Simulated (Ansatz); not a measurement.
`F[CH2][Al]([SiH3])[SiH3]` and `[CH3][Al]([SiH3])[SiH3]` differ in one atom or group.

Ansatz, PBE0-D4/def2-TZVP geometries, multiplicity 1. Each molecule was computed in one conformer, which needn't be the lowest.

| property | `F[CH2][Al]([SiH3])[SiH3]` |
| --- | --- |
| size of the dipole moment (ωB97M-V/def2-TZVPP) / D | 1.38 |
| size of the dipole moment (PBE/def2-TZVPP) / D | 1.23 |
| LUMO energy (PBE/def2-TZVPP) / eV | -3.00 |
| LUMO energy (PBE0/def2-TZVPP) / eV | -2.27 |
| size of the dipole moment (B3LYP/def2-TZVPP) / D | 1.39 |
| HOMO energy (B3LYP/def2-TZVPP) / eV | -7.15 |

(1) Give the same properties after the change, and the shifts. (An estimate is asked.)

## Answers

(1) The calculation gave: 
| property | `[CH3][Al]([SiH3])[SiH3]` | shift |
| --- | --- | --- |
| size of the dipole moment (ωB97M-V/def2-TZVPP) / D | 1.28 | -0.10 |
| size of the dipole moment (PBE/def2-TZVPP) / D | 1.25 | 0.02 |
| LUMO energy (PBE/def2-TZVPP) / eV | -2.81 | 0.19 |
| LUMO energy (PBE0/def2-TZVPP) / eV | -2.07 | 0.20 |
| size of the dipole moment (B3LYP/def2-TZVPP) / D | 1.24 | -0.15 |
| HOMO energy (B3LYP/def2-TZVPP) / eV | -6.87 | 0.28 |

With PBE0 the HOMO rises by 0.28 eV and the LUMO rises by 0.20 eV, so the gap narrows by about 0.08 eV. PBE moves the HOMO by 0.21 eV and ωB97M-V by 0.29 eV. Dipoles are sizes alone; their direction can turn.

B3LYP here is the variant with VWN-RPA as its local correlation; programs differ in this.
